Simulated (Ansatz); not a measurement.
Isomers of Ga$_{2}$Se$_{3}$ (singlet), relaxed with r2SCAN-D4/def2-SVP; total energies from Ansatz at ωB97X-V/def2-TZVP.

| isomer | description | energy (Eh) |
| --- | --- | --- |
| A | point group C2v; 6 × Ga–Se 2.75 to 2.88 Å; 2 × Se–Se 2.40 Å | -11053.47104 |
| B | point group Cs; 5 × Ga–Se 2.24 to 2.58 Å; 1 × Se–Se 2.62 Å | -11053.48935 |
| C | point group C2v; 4 × Ga–Se 2.13 to 2.31 Å | -11053.49387 |

The isomers come from a short search, and lower ones may exist.

Question: Work out the relative energies (1 Eh = 2625.5 kJ/mol) and the Boltzmann populations at 1200 K from electronic energies alone (R = 8.314 J/mol/K).

Answer: ΔE: A 59.9, B 11.9, C 0.0 kJ/mol. RT = 9.98 kJ/mol. Factors exp(−ΔE/RT): A 0.00247, B 0.303, C 1; sum 1.305. Populations: A 0.2 %, B 23.2 %, C 76.6 %. Zero-point energy, vibrational entropy and symmetry numbers are left out and can shift these; an error of 4 kJ/mol changes a ratio by a factor of 1.5. Over the other density-functional and correlated levels in def2 sets, the gap between C and B ranges from -26 to 30 kJ/mol.
